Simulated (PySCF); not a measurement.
## Working out the ionisation energy of B²⁺

B²⁺ [He] 2s1 (2S) → B³⁺ 1s2 (1S). All numbers are calculated (PySCF 2.14, the non-relativistic Hamiltonian (point nucleus), in aug-cc-pwCVTZ). Frozen: nothing. Energies in hartree (1 hartree = 27.21139 eV):

```json
{"part": "UHF", "B²⁺ (lower)": "-23.375393", "B³⁺ (upper)": "-21.985660"}
{"part": "MP2 opposite-spin", "B²⁺ (lower)": "-0.037131", "B³⁺ (upper)": "-0.035258"}
{"part": "MP2 same-spin", "B²⁺ (lower)": "-0.001081", "B³⁺ (upper)": "0.000000"}
```

Problem. What does Hartree-Fock give?

Solution. (-21.985660) − (-23.375393) = 1.389733 hartree = 37.817 eV.

Problem. What do MP2 and SCS-MP2 (6/5 opposite-spin, 1/3 same-spin) give?

Solution. The opposite-spin parts differ by 0.051 eV and the same-spin parts by 0.029 eV. MP2: 37.817 + (0.051) + (0.029) = 37.897 eV. SCS-MP2: 37.817 + 1.2 × (0.051) + (0.029)/3 = 37.888 eV.

Measured between the centres of the two terms (NIST): 37.931 eV, so MP2 (valence and next inner shell) is off by -0.034 eV.

What remains against the reference includes basis incompleteness and correlation beyond second order.
